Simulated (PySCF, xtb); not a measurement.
diphosphane cation (H4P2), SMILES PP (connectivity only; charge and spin as stated), charge +1, multiplicity 2.

Harmonic wavenumbers (cm⁻¹) from xtb with GFN2-xTB at its own minimum, in rising order: 234, 349, 472, 501, 666, 778, 986, 988, 2247, 2248, 2305, 2314.

Task: What does PBE-D3(BJ)/def2-TZVP run with PySCF 2.14.0 give at its own minimum? (The exact figures need the calculation; the answer reports its results.)

Result: 273, 372, 482, 545, 772, 796, 1010, 1012, 2360, 2365, 2392, 2401. Paired by order, the mean absolute difference is 57 cm⁻¹ and the zero-point energies are 20.1 and 21.1 kcal/mol.
